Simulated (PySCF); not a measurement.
Match the calculated data to a structure.

| technique | computed result |
| --- | --- |
| Valence photoelectron | vertical ionisation energy: 8.10 eV [ΔSCF B3LYP/def2-SVPD] |
| Dipole | 3.21 D [B3LYP/def2-SVPD] |
| UV, strongest line | among the 10 lowest singlet transitions: S3 at 5.08 eV (244 nm, f = 0.101) [TDDFT B3LYP/def2-SVPD] |
| 1H NMR | chemical shifts (computed TMS as zero) by class: 4.02 (3 H), 2.61 (2 H), 2.52 (2 H), 2.18 (3 H), 0.64 (2 H) ppm [GIAO PBE0/pcSseg-1] |
| Rotational structure | rotational constants A, B, C: 1.768, 0.700, 0.611 GHz [PBE0-D3(BJ)/def2-SVP] |
| Polarisability | 135.1 au [B3LYP/def2-SVPD] |
| 13C NMR | chemical shifts (computed TMS as zero) by class: 210.0 (1 C), 42.8 (1 C), 33.6 (1 C), 3.2 (1 C) ppm [GIAO PBE0/pcSseg-1] |
| NMR, other nuclei | isotropic shieldings of nuclei other than C and H, by class: -347 (1 O), 434 (1 Si), 361 (1 P), 500 (1 P) ppm [GIAO PBE0/pcSseg-1] |
| UV, first state | lowest singlet excitation: 4.22 eV (294 nm, f = 0.003) [TDDFT B3LYP/def2-SVPD] |
| Triplet | lowest triplet excitation (Tamm–Dancoff): 3.82 eV [TDA B3LYP/def2-SVPD] |

Electronic properties: PySCF, gas phase, density fitting. Levels stand in brackets. Isolated species at its PBE0-D3(BJ)/def2-SVP geometry (one conformer only). NMR classes are plain means over equivalent atoms (diastereotopic ones count apart unless rotation or inversion swaps them), as if these changed places fast.

Task: Which candidate is it?
A. `[SiH3]C[SiH]1OCCCO1`
B. `CC(=O)CP(P)C[SiH3]`
C. `CC#C[SiH]1OCCCO1`

Result: B. It is `CC(=O)CP(P)C[SiH3]`. Numbering: `[CH3:1][C:2](=[O:3])[CH2:4][P:5]([PH2:6])[CH2:7][SiH3:8]`. 4 carbons fall into 4 classes; from least to most shielded: ketone carbonyl carbon [C2] (210.0 ppm), sp3 carbon bound to phosphorus [C4] (42.8 ppm), methyl carbon next to a carbonyl [C1] (33.6 ppm), sp3 carbon bound to silicon [C7] (3.2 ppm). Hydrogen classes from least to most shielded: 3 H on an SiH3 silicon, Si8 (4.02 ppm), 2 H on a three-coordinate phosphorus, P6 (2.61 ppm), 2 H on an sp3 carbon bound to phosphorus, C4 (2.52 ppm, a mean of values up to 0.5 ppm apart in this geometry), 3 H on a methyl carbon next to a carbonyl, C1 (2.18 ppm, a mean of values up to 0.6 ppm apart in this geometry), 2 H on an sp3 carbon bound to silicon, C7 (0.64 ppm). The other shieldings belong to: -347 ppm, ketone oxygen [O3]; 434 ppm, SiH3 silicon [Si8]; 361 ppm, three-coordinate phosphorus [P5]; 500 ppm, three-coordinate phosphorus [P6]. S1 is mainly HOMO→LUMO (weight 0.99); the largest Löwdin shares of the orbital it empties are 0.43 on a three-coordinate phosphorus, 0.30 on a three-coordinate phosphorus, 0.07 on the sp3 carbon bound to silicon and 0.07 on the sp3 carbon bound to phosphorus, of the orbital it fills 0.36 on the ketone carbonyl carbon, 0.30 on the ketone oxygen, 0.07 on the sp3 carbon bound to phosphorus and 0.07 on the methyl carbon next to a carbonyl. The optimised geometry has point group C1 and is an asymmetric top.

The others, at the same levels:
- `[SiH3]C[SiH]1OCCCO1` fails: it has 3 carbon classes against 4; its computed 13C shifts are 67.3 (2 C), 34.4 (1 C), -2.2 (1 C) ppm, 1H shifts are 5.11 (1 H), 4.24 (2 H), 4.18 (2 H), 4.03 (3 H), 2.11 (1 H), 1.15 (1 H), -0.11 (2 H) ppm and lowest singlet excitation is 6.77 eV (183 nm, f = 0.015) (against 4.22 eV).
- `CC#C[SiH]1OCCCO1` fails: it has 10 hydrogens where the 1H data count 12; its computed 13C shifts are 108.5 (1 C), 84.2 (1 C), 66.4 (2 C), 34.2 (1 C), 5.5 (1 C) ppm, 1H shifts are 4.75 (1 H), 4.11 (2 H), 4.06 (2 H), 2.25 (1 H), 1.90 (3 H), 1.03 (1 H) ppm and lowest singlet excitation is 5.75 eV (216 nm, f = 0.000) (against 4.22 eV).

Each candidate is one conformer, not necessarily the lowest. The conformers computed, where there is a choice (atom-mapped SMILES and torsion angles):
- `[CH3:1][C:2](=[O:3])[CH2:4][P:5]([PH2:6])[CH2:7][SiH3:8]`: C1–C2–C4–P5 -106°, C2–C4–P5–P6 -72°, C4–P5–C7–Si8 63°, H–P6–P5–C4 94°, H–P6–P5–C4 -173°

The conformers of `[SiH3]C[SiH]1OCCCO1` and `CC#C[SiH]1OCCCO1` aren't listed.
